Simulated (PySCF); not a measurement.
Positional isomers: silole hydroxy. Gas-phase values, no solvent. One relaxed conformer stands for each flexible species; it need not be the lowest. Strings in code marks are SMILES.

The LUMO from two functionals at the same geometries (PBE0-D4/def2-TZVP), both in PySCF: PBE-D3(BJ)/def2-TZVP and B3LYP-D3(BJ)/def2-TZVP. B3LYP has the VWN-RPA correlation part, as in Gaussian. 

| species | PBE-D3(BJ)/def2-TZVP (eV) |
|---|---|
| `C1C=C([SiH2]C=1)O` (H–O–C–Si torsion 0°) | -2.12 |
| `OC1=C[SiH2]C=C1` (H–O–C–C torsion 0°) | -2.17 |
| `C1=C[SiH](O)C=C1` (H–O–Si–C torsion 54°) | -2.67 |

**Question.** What does B3LYP-D3(BJ)/def2-TZVP give for each?

**Answer.** 
- `C1C=C([SiH2]C=1)O` (H–O–C–Si torsion 0°): -1.44
- `OC1=C[SiH2]C=C1` (H–O–C–C torsion 0°): -1.46
- `C1=C[SiH](O)C=C1` (H–O–Si–C torsion 54°): -1.95
Over these rows, drawn at random from the members with no instability flagged (it was tested for open shells, ions and some series alone), PBE minus B3LYP-D3(BJ): mean -0.71 eV, from -0.72 eV to -0.69 eV.
